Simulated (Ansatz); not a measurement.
`[GeH3][GeH2][SiH2][GeH2][GeH3]` + `CO[SiH](C)F` → `CO[Si](C)(F)[GeH3]` + `[GeH3][SiH2][GeH2][GeH3]`  (formal exchange of groups at a Ge–Ge bond)

Isolated molecules relaxed with PBE0-D4/def2-TZVP in Ansatz; ΔE leaves out vibrations. CBS: MP2 limit from def2 TZ/QZ plus the TZ coupled-cluster correction, frozen cores. Functionals use def2-TZVPP. For Ge outer-core shells are correlated without core-valence functions, which leaves a few kJ/mol of doubt a bond. Scalar relativity is left out up to krypton. Each species was taken in one conformer, which may not be the lowest.

`[GeH3][GeH2][SiH2][GeH2][GeH3]`:

Z-matrix (Å, degrees):
```
Ge
Ge 1 2.424
H 1 1.538 2 109.8
H 1 1.538 2 110.0 3 119.2
H 1 1.537 2 111.2 3 -120.3
Si 2 2.379 1 109.9 3 -60.4
H 2 1.540 1 109.8 3 176.8
H 2 1.541 1 108.7 3 59.0
Ge 6 2.379 2 108.1 1 49.0
H 6 1.489 2 109.6 1 -71.5
H 6 1.489 2 110.5 1 169.0
Ge 9 2.424 6 109.9 2 49.0
H 9 1.541 6 109.2 2 -70.2
H 9 1.540 6 111.3 2 170.8
H 12 1.538 9 111.2 6 179.2
H 12 1.538 9 109.7 6 -60.6
H 12 1.538 9 110.1 6 58.6
```

`CO[SiH](C)F`:

```xyz
12

C     1.418    1.382   -0.800
O     0.265    0.576   -0.692
Si   -0.047   -0.433    0.548
C    -1.731   -1.140    0.303
F     1.030   -1.619    0.564
H     1.225    2.160   -1.539
H     1.666    1.862    0.154
H     2.278    0.791   -1.128
H     0.139    0.281    1.837
H    -1.793   -1.655   -0.658
H    -2.484   -0.349    0.318
H    -1.967   -1.856    1.093
```

`CO[Si](C)(F)[GeH3]`:

Cartesian coordinates in Å:
```
C 1.851 -0.995 1.039
O 0.444 -0.933 0.959
Si -0.416 -0.374 -0.311
C -2.203 -0.532 0.133
F -0.117 -1.297 -1.593
Ge 0.258 1.834 -0.925
H 2.247 -1.773 0.380
H 2.314 -0.039 0.771
H 2.122 -1.234 2.069
H -2.442 0.093 0.996
H -2.838 -0.227 -0.702
H -2.435 -1.570 0.385
H 1.748 1.901 -1.301
H 0.022 2.818 0.235
H -0.554 2.329 -2.135
```

`[GeH3][SiH2][GeH2][GeH3]`:

```xyz
14

Ge   -0.018   -1.341    1.989
Si   -1.444    0.167    0.826
Ge   -0.152    1.511   -0.651
Ge    1.172    0.103   -2.113
H     1.081   -0.565    2.735
H    -0.800   -2.184    3.010
H     0.662   -2.292    0.989
H    -2.184    1.017    1.799
H    -2.436   -0.610    0.033
H     0.795    2.410    0.168
H    -1.059    2.427   -1.495
H     2.163   -0.726   -1.280
H     1.963    0.946   -3.126
H     0.257   -0.863   -2.884
```

CCSD(T)/CBS gives +8.2 kcal/mol.

Question: Another level gave +8.6 kcal/mol. Which?
A. LDA (SPW92)/def2-TZVPP
B. BLYP-D4/def2-TZVPP
C. MP2/def2-TZVPP
D. BHLYP-D4/def2-TZVPP

Answer: D. BHLYP-D4 8.6, BLYP-D4 6.8, MP2/def2-TZVPP 9.7, LDA (SPW92) 5.7 kcal/mol.

Largest T1 diagnostic among the species: 0.012.

From PBE to PBE0 (25 % exact exchange), in def2-TZVPP and without D4, ΔE moves by +0.9 kcal/mol. Leaving LDA and LC-ωPBE aside and taking each functional with its dispersion term where it has one, the values, not all of them listed here, spread over 3.1 kcal/mol, from B97M-V to BHLYP-D4.
